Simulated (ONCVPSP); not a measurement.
**Which change was made? (Lu, ONCV)**

* Element: Lu
* Generator: ONCVPSP 4.0.1
* Type: optimised norm-conserving Vanderbilt (ONCV)
* Functional: PBE
* Relativity: fully relativistic
* Frozen core: [Kr] 4d10
* Valence charge: 25
* Reference configuration: 4f13.5 5s2 5p6 5d1.5 6s2
* Partial waves: 5s+6s: rc 2.00 bohr, ncon 4, nbas 9, qcut 6 1/bohr, 3 projectors, debl 4 Ha; 5p: rc 1.60 bohr, ncon 3, nbas 7, qcut 8 1/bohr, 1 projector; 5d: rc 2.05 bohr, ncon 4, nbas 7, qcut 5.4 1/bohr, 1 projector; 4f: rc 1.15 bohr, ncon 4, nbas 9, qcut 13.3 1/bohr, 2 projectors, debl 3 Ha
* Local potential: polynomial inside 0.85 bohr (lpopt 5, dvloc0 0 Ha)
* Core correction: none

Open shells are filled in proportion to 2j + 1.

Cutoffs, loose and tight: the cutoffs (Ha) at which the residual kinetic energy of the hardest occupied pseudo-wave falls to 1 and 0.1 mHa per electron. They do not see the model core or the augmentation charge, which bear on the density cutoff. Test errors are all-electron minus pseudo excitation energies from the reference, over the configurations 4f14 5s2 5p6 5d1 6s2; 4f14 5s2 5p6 5d1 6s1; 4f14 5s2 5p6 5d1 6s0; 4f14 5s2 5p6 5d0 6s2; variants that change the core or the reference have their own tests.

The base gives: outcome: generated; cutoff, loose: 86 Ha; cutoff, tight: 239 Ha; bound ghosts: s, p3/2, p1/2; GHOST(+) flags above zero: none; largest test error (meV): +253.

Task: After one change the result is: outcome: generated; cutoff, loose: 86 Ha; cutoff, tight: 239 Ha; bound ghosts: none; GHOST(+) flags above zero: s; largest test error (meV): +82. Which change was it?
A. s: qcut 4; p: qcut 5.3; d: qcut 3.6; f: qcut 8.8
B. s: rc 1.94
C. local potential polynomial inside 1.00 bohr (lpopt 5, dvloc0 0 Ha)

Result: C. The others give: s: rc 1.94 → outcome: generated; cutoff, loose: 86 Ha; cutoff, tight: 239 Ha; bound ghosts: s, p3/2, p1/2; GHOST(+) flags above zero: none; largest test error (meV): +65 | s: qcut 4; p: qcut 5.3; d: qcut 3.6; f: qcut 8.8 → outcome: generated; cutoff, loose: 329 Ha; cutoff, tight: 487 Ha; bound ghosts: s, p3/2, p1/2; GHOST(+) flags above zero: none; largest test error (meV): +124.
